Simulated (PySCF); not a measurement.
**Towards the basis-set limit for GeTe**

State: ¹Σ⁺, singlet, closed shell. De refers to Ge + Te. RHF-based CCSD(T) in PySCF 2.14 with Ge cc-pwCVDZ-PP with ECP10, Te aug-cc-pVDZ-PP with ECP28 and Ge cc-pwCVTZ-PP with ECP10, Te aug-cc-pVTZ-PP with ECP28 (frozen core orbitals: 13; scalar-relativistic core potentials). Correlation energies are extrapolated as n⁻³ (n = 2, 3), Hartree–Fock as (n+1)·exp(−9√n).

```tsv
Level	Re (Å)	ωe (cm⁻¹)	ωexe (cm⁻¹)	αe (cm⁻¹)	De (eV)
CCSD(T)/DZ	2.3767	313.7	0.632	0.000169	3.989
CCSD(T)/TZ	2.3590	320.5	0.611	0.000167	4.231
HF/CBS	2.3226	351.7	0.508	0.000142	2.079
MP2/CBS	2.3403	332.9	0.480	0.000154	4.435
CCSD/CBS	2.3363	338.8	0.534	0.000152	3.988
CCSD(T)/CBS	2.3541	323.2	0.606	0.000166	4.337
```

How much is left between CCSD(T)/TZ and the basis-set limit, and how much do the triples give at the limit?

CCSD(T)/CBS less CCSD(T)/TZ: -4.9 mÅ in Re, +2.7 cm⁻¹ in ωe and +0.106 eV in De. CCSD(T)/CBS less CCSD/CBS: +17.8 mÅ in Re, -15.6 cm⁻¹ in ωe and +0.349 eV in De.

Measured (Huber and Herzberg, Constants of Diatomic Molecules (1979)): Re = 2.340165 Å, ωe = 323.9 cm⁻¹, ωexe = 0.75 cm⁻¹. The last row is off by 13.9 mÅ and -0.7 cm⁻¹.

The T1 diagnostic is 0.027, large enough to doubt a single reference. The open-shell atoms are computed with UHF. Spin–orbit coupling, excitations beyond (T) and corrections to the Born–Oppenheimer picture are left out, and spin–orbit coupling matters for open p, d or f shells this heavy.

The whole job (state search and all basis sets along the bond) took about 5.3 min on 4 threads of Intel Xeon Platinum 8488C (shared host), peak memory 3.9 GiB.
